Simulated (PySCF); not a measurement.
Magnetic susceptibility: `[H]/N=C\[C@H](C)[C@H](C#N)OC`, C6H10N2O

Geometry (Å), atoms numbered from 1 in this order:
```xyz
19

C     2.2682    0.2527   -1.3898
O     0.9009    0.1462   -1.0778
C     0.6290    0.1280    0.3061
C     0.9471    1.3995    0.9428
N     1.1927    2.4022    1.4334
C    -0.8704   -0.1847    0.5246
C    -1.7469    0.8304   -0.2098
C    -1.1560   -1.5731    0.0094
N    -1.5955   -2.5558    0.6457
H     2.6961    1.1913   -1.0202
H     2.8368   -0.5868   -0.9702
H     2.3311    0.2274   -2.4756
H     1.2407   -0.6510    0.8036
H    -1.0702   -0.1418    1.6032
H    -1.5044    0.8260   -1.2692
H    -1.5797    1.8307    0.1842
H    -2.7970    0.5758   -0.0841
H    -0.9515   -1.7178   -1.0468
H    -1.7808   -2.3901    1.6359
```

The calculation used GIAO HF/cc-pVDZ magnetisability, rotational g tensor and spin-rotation constants, non-relativistic, gas phase (PySCF 2.14.0). Geometry: GFN2-xTB.

Q: How diamagnetic is it, and how anisotropic?

A: Isotropic -1323 × 10⁻³⁰ J/T², or -79.7 × 10⁻⁶ cm³/mol; principal values -1420, -1354, -1194 × 10⁻³⁰ J/T², anisotropy 202 × 10⁻³⁰ J/T² (root of half the summed squared differences of the principal values). The susceptibility is in cgs units.

Q: Split it along the inertial axes a, b, c into diamagnetic and paramagnetic parts about the centre of mass, with the quadrupole moment.

A: 
```
axis  χ (10⁻⁶ cm³/mol)  diamagnetic (10⁻⁶ cm³/mol)  paramagnetic (10⁻⁶ cm³/mol)  summed x² of all electrons (Å²)  quadrupole Θ (D Å)
   a             -81.8                      -662.7                        580.9                            219.5              -14.78
   b             -79.6                     -1144.8                       1065.1                            105.9               +5.98
   c             -77.6                     -1380.2                       1302.6                             50.4               +8.79
```
Anisotropies 2χaa − χbb − χcc = -6.3 and 2χbb − χaa − χcc = +0.1 × 10⁻⁶ cm³/mol. Θ is traceless in Buckingham's convention.

Q: And the rotational g tensor?

A: 
```tsv
axis	rotational constant (GHz)	g	nuclear part	electronic part
a	2.2408	-0.0145	0.5971	-0.6116
b	1.1425	-0.0151	0.5566	-0.5717
c	0.9312	-0.0139	0.5560	-0.5699
```
Asymmetric top; isotopes 12C, 1H, 14N, 16O; no vibrational averaging.
